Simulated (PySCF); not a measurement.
Isomers of CH2B2O. All species are isolated molecules in the gas phase. One relaxed conformer stands for each flexible species; it need not be the lowest. Strings in code marks are SMILES.

Quantity: vertical ionisation energy (energy after one electron is removed minus that of the parent at the parent's geometry), in eV.

Level 1: PBE-D3(BJ)/def2-TZVP // r2SCAN-D4/def2-TZVP (PySCF)
Level 2: PBE/6-31G* // r2SCAN-D4/def2-TZVP (PySCF)
Level 3: SVWN5/6-31G* // r2SCAN-D4/def2-TZVP (PySCF)
Level 4: HF/6-31G* // r2SCAN-D4/def2-TZVP (PySCF)

```tsv
species	level 1	level 2	level 3	level 4
`[H]/B=C1\BO1`	8.80	8.61	8.88	7.46
`[H]/B=C\B=O`	10.04	9.80	10.06	8.93
`BB=C=O`	8.81	8.61	8.85	7.56
`OB1B=C1`	9.95	9.73	9.88	8.65
`C=BB=O`	9.87	9.60	9.87	8.50
```
